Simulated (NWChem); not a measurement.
System: C4H7N; SMILES N(=C\C)/C=C

```xyz
12

C      0.2776     2.4369     0.0000
C     -0.3761     1.2698     0.0000
N      0.3082     0.0477     0.0000
C     -0.3875    -1.0250     0.0000
C      0.2404    -2.3839     0.0000
H      1.3630     2.4621     0.0000
H     -0.2567     3.3813     0.0000
H     -1.4729     1.2447     0.0000
H     -1.4910    -0.9945     0.0000
H     -0.0782    -2.9578     0.8808
H     -0.0782    -2.9578    -0.8808
H      1.3297    -2.2991     0.0000
```
Atoms are numbered in this order, from 1.

Computed with NWChem. The geometry was optimised at B3LYP/6-31G* (spherical d).

For level B3LYP/def2-TZVP:

| Quantity | Result |
|---|---|
| highest occupied level (eV) | -6.78 |
| orbital gap (eV) | 5.62 |
| dipole (D) | 1.69 |

### Question
How do the values read with level Hartree-Fock/def2-TZVP instead?

### Answer
The highest occupied level (eV) is -9.04 and the orbital gap (eV) comes out as 12.09. The dipole (D) is 2.07.
